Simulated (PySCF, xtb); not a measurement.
H₇NOSi₂, SMILES N[SiH2]O[SiH3].

GFN2-xTB run with xtb at its own geometry gives an orbital gap of 5.52 eV and a dipole moment of 1.56 D.

Coordinates come from a B3LYP-D3(BJ)/def2-SVP optimisation. Other conformers were not sampled.

**Question.** What does PBE/def2-TZVP run with PySCF give? (The exact figures need the calculation; the answer reports its results.)

**Answer.** gap 5.71 eV (levels -6.33 and -0.62 eV), dipole 1.67 D.
